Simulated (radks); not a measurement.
The mean radii <r> (bohr) of the occupied orbitals of an atom or ion are listed with their occupations. Method: scalar-relativistic Kohn-Sham, BLYP, spin-polarised, spherical densities, finite nucleus; Fermi nuclear charge, rms radius of each element as measured or else 0.836 A^(1/3) + 0.57 fm; computed with a radial shooting solver on a logarithmic mesh with Libxc functionals.

| orbital | occ. | <r> |
|---|---|---|
| 1s up | 1 | 0.03263 |
| 1s down | 1 | 0.03263 |
| 2s up | 1 | 0.1419 |
| 2s down | 1 | 0.1419 |
| 2p up | 3 | 0.1237 |
| 2p down | 3 | 0.1237 |
| 3s up | 1 | 0.3901 |
| 3s down | 1 | 0.3900 |
| 3p up | 3 | 0.3897 |
| 3p down | 3 | 0.3895 |
| 3d up | 5 | 0.3688 |
| 3d down | 5 | 0.3685 |
| 4s up | 1 | 0.9302 |
| 4s down | 1 | 0.9293 |
| 4p up | 3 | 0.9921 |
| 4p down | 2 | 0.9930 |
| 4d up | 2 | 1.129 |

Name the element and its charge. Open shells, if any, are filled with parallel spins first.

Answer. Z = 45, rhodium, charge +8: Rh8+ in [Ar] 3d10 4s2 4p5 4d2. The 1s radius gives Z: for a bare nucleus <r> = (2 gamma + 1)/(2Z) with gamma = sqrt(1 - (Z/c)^2), 0.0321 bohr for Z = 45, and screening makes it slightly larger (0.03263 here). The occupations add up to 37, and the charge is Z minus that.
